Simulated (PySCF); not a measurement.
A side-by-side comparison of computed properties.

First species: SiH3(pyrrolidide), C4H11NSi.
Cartesian coordinates in Å at the PBE0-D3(BJ)/def2-SVP level; atoms count from 1:
```xyz
17
C4H11NSi angstrom
Si     1.138    1.968    0.666
H      1.572    2.017    2.104
H      2.375    2.088   -0.169
H      0.232    3.134    0.428
N      0.300    0.529    0.203
C     -1.140    0.343    0.262
C     -1.378   -0.825   -0.687
C     -0.171   -1.713   -0.402
C      0.969   -0.712   -0.169
H     -1.673    1.260   -0.040
H     -1.498    0.081    1.280
H     -1.354   -0.466   -1.730
H     -2.341   -1.330   -0.522
H     -0.350   -2.298    0.514
H      0.053   -2.426   -1.208
H      1.659   -1.080    0.614
H      1.576   -0.571   -1.084
```

Second species: C₅H₁₁OP₂ (charge +1).
Atom-mapped SMILES: `[CH3:1][PH2+:2][C:3]#[C:4][P:5]([CH3:6])[CH2:7][OH:8]` (hydrogens: H9, H10, H11 on C1; H12, H13 on P2; H14, H15, H16 on C6; H17, H18 on C7; H19 on O8)

Levels: wB97X-D/def2-SVPD for HOMO energy, LUMO energy, HOMO–LUMO gap and static isotropic polarisability; TDDFT wB97X-D/def2-SVPD for lowest singlet excitation; TDA wB97X-D/def2-SVPD for lowest triplet excitation (Tamm–Dancoff). Geometries: PBE0-D3(BJ)/def2-SVP. Each structure is a single optimised conformer of the isolated species, non-relativistic unless stated. Electronic properties by PySCF.

The conformers computed, where there is a choice (atom-mapped SMILES and torsion angles):
- `[CH3:1][PH2+:2][C:3]#[C:4][P:5]([CH3:6])[CH2:7][OH:8]`: C4–P5–C7–O8 53°, H–O8–C7–P5 163°

Question: Which has the higher T1 energy?

Answer: The first: 5.64 eV against 3.91 eV, a difference of 1.73 eV.

Question: Which of the two has the higher static isotropic polarisability, and by how much?

Answer: The second: 115.7 au against 81.4 au, a difference of 34.3 au.

Question: Which has the higher HOMO–LUMO gap?

Answer: The first: 10.14 eV against 8.62 eV, a difference of 1.52 eV.

Question: Which of the two has the higher S1 energy, and by how much?

Answer: The first: 5.76 eV against 4.15 eV, a difference of 1.61 eV.

Question: Which has the higher HOMO energy?

Answer: The first: -8.00 eV against -12.37 eV, a difference of 4.37 eV.

Question: Which has the higher LUMO energy?

Answer: The first: 2.14 eV against -3.75 eV, a difference of 5.89 eV.

On the first: The principal polarisabilities are 70.9, 80.6 and 92.5 au; their mean is the isotropic value. The polarisability is 12.06 Å³ as a volume (1 au = 0.148185 Å³), or 1.45 au for each of the 56 electrons.

On the second: The polarisability is 17.15 Å³ as a volume (1 au = 0.148185 Å³), or 1.48 au for each of the 78 electrons. The vertical singlet–triplet gap S1 − T1 is 0.24 eV (TDDFT singlet less Tamm–Dancoff triplet; S1: HOMO→LUMO, weight 0.90; T1: HOMO→LUMO+1, weight 0.45, beside HOMO→LUMO, weight 0.38).
